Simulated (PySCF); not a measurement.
Job file and geometry (Å, from PBE0-D3(BJ)/def2-SVP) of an NMR shielding run on `c1c(S(=O)(=O)O)n([SiH3])cn1`, C3H6N2O3SSi, PySCF 2.14.0, density-fitted response routines, GIAO PBE0/pcSseg-1 NMR shielding, non-relativistic, gas phase; density fitting, a coarse starting grid and PySCF grid level 2 are the driver's defaults:

```
$ OMP_NUM_THREADS=1 python probes_run.py task.json out

{"job": {"kind": "nmr", "xc": "PBE0", "basis": "pcSseg-1"}, "charge": 0, "multiplicity": 1}
O     -1.781944     0.770148     1.299643
S     -1.795651    -0.342904     0.369920
O     -2.542120    -1.561469     0.593219
O     -2.317634     0.306616    -1.019946
C     -0.145591    -0.753780     0.042218
C      0.426809    -1.961929    -0.290598
N      1.761674    -1.791935    -0.471578
C      1.986860    -0.516047    -0.257319
N      0.862281     0.188844     0.062353
Si     0.788483     1.937869     0.520815
H     -2.644383    -0.411089    -1.584749
H     -0.070791    -2.925817    -0.389290
H      2.963181    -0.033495    -0.317977
H      2.142568     2.405390     0.111373
H      0.611681     2.085332     1.984222
H     -0.264342     2.602005    -0.282421
```

**Question.** Write the output of this run.

**Answer.** 
```
coarse grid: 15608 points
cycle   1  E = -1139.5281114797  dE =  2.554e+00  |g| = 1.257e+00  |ddm| = 4.155e+00
cycle   2  E = -1138.8235714305  dE =  7.045e-01  |g| = 2.331e+00  |ddm| = 3.174e+00
cycle   3  E = -1139.8003442527  dE = -9.768e-01  |g| = 2.787e-01  |ddm| = 2.335e+00
cycle   4  E = -1139.8137078455  dE = -1.336e-02  |g| = 1.200e-01  |ddm| = 3.240e-01
cycle   5  E = -1139.8164550265  dE = -2.747e-03  |g| = 3.164e-02  |ddm| = 1.140e-01
cycle   6  E = -1139.8166553681  dE = -2.003e-04  |g| = 1.237e-02  |ddm| = 3.627e-02
cycle   7  E = -1139.8166835940  dE = -2.823e-05  |g| = 3.524e-03  |ddm| = 1.159e-02
cycle   8  E = -1139.8166860331  dE = -2.439e-06  |g| = 7.575e-04  |ddm| = 3.185e-03
final grid: 145136 points
cycle   9  E = -1139.9043733252  dE = -3.129e-05  |g| = 1.114e-02  |ddm| = 3.348e-02
cycle  10  E = -1139.9043476035  dE =  2.572e-05  |g| = 1.587e-02  |ddm| = 2.480e-02
cycle  11  E = -1139.9043977728  dE = -5.017e-05  |g| = 1.759e-03  |ddm| = 1.497e-02
cycle  12  E = -1139.9043983052  dE = -5.324e-07  |g| = 4.807e-04  |ddm| = 1.740e-03
cycle  13  E = -1139.9043983476  dE = -4.243e-08  |g| = 1.744e-04  |ddm| = 5.358e-04
cycle  14  E = -1139.9043983533  dE = -5.652e-09  |g| = 5.616e-05  |ddm| = 1.807e-04
cycle  15  E = -1139.9043983538  dE = -5.514e-10  |g| = 2.421e-05  |ddm| = 5.590e-05
converged SCF energy = -1139.9043983538

GIAO shielding tensors (ppm)
atom      isotropic    diamagn.    paramagn.     s11        s22        s33       span
  0 O       94.895     402.075    -307.180     70.391     86.206    128.088     57.697
  1 S      194.380    1050.460    -856.080     28.472    174.247    380.419    351.947
  2 O       96.057     397.664    -301.606     50.365    108.044    129.763     79.397
  3 O      104.752     393.807    -289.055     10.448     52.774    251.033    240.584
  4 C       48.522     267.929    -219.407    -11.596     53.431    103.732    115.328
  5 C       42.029     255.990    -213.961    -31.062     29.722    127.427    158.489
  6 N      -48.364     334.341    -382.705   -272.055   -106.354    233.316    505.371
  7 C       34.421     252.105    -217.685    -40.263     44.198     99.327    139.590
  8 N       78.692     335.717    -257.025    -19.742     69.294    186.524    206.266
  9 Si     396.283     880.446    -484.163    370.788    378.785    439.276     68.489
 10 H       26.751      30.363      -3.613     21.780     22.729     35.743     13.962
 11 H       23.460      32.427      -8.967     20.222     22.923     27.234      7.012
 12 H       23.804      30.125      -6.321     19.343     24.644     27.426      8.083
 13 H       26.434      29.523      -3.088     22.313     25.783     31.208      8.895
 14 H       26.168      29.129      -2.961     22.287     24.982     31.237      8.950
 15 H       26.025      29.616      -3.591     21.830     26.246     29.999      8.170
```

**Question.** Turn these shieldings into chemical shifts. Scale: H2O for ¹⁷O (334.56 ppm); CS2 for ³³S (495.66 ppm); ¹³C (184.41 ppm), ²⁹Si (351.99 ppm), ¹H (31.27 ppm) vs TMS; NH3 for ¹⁵N (265.67 ppm) (reference shieldings calculated alike).

**Answer.** Averaging equivalent atoms: O 0/2: 239.1; O 3: 229.8; S 1: 301; C 7: 150.0; C 5: 142.4; C 4: 135.9; N 6: 314.0; N 8: 187.0; Si 9: -44.3; H 11: 7.81; H 12: 7.46; H 13/14/15: 5.06; H 10: 4.52 ppm. Experimental scales use liquid or dissolved standards, which lie at an offset from isolated NH3 (liquid NH3: subtract about 20 ppm) and H2O (liquid H2O: subtract about 36 ppm). Unscaled 15N shifts of sp2 nitrogen come out 20 to 40 ppm too high even then.

Size and cost of the density-fitted run: 214 basis functions, 50 s wall time on 1 thread of an Arm Neoverse V1, shared host; peak memory 0.94 GiB.
